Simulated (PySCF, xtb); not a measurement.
OZr, SMILES [O]=[Zr], multiplicity 1.

Harmonic wavenumbers (cm⁻¹) from GFN2-xTB run with xtb 6.7.1 at its own minimum, in rising order: 833.

What does PBE0-D3(BJ)/def2-TZVPD (PySCF) give at its own minimum? (The exact figures need the calculation; the answer reports its results.)

1034. Paired by order, the mean absolute difference is 201 cm⁻¹ and the zero-point energies are 1.2 and 1.5 kcal/mol.
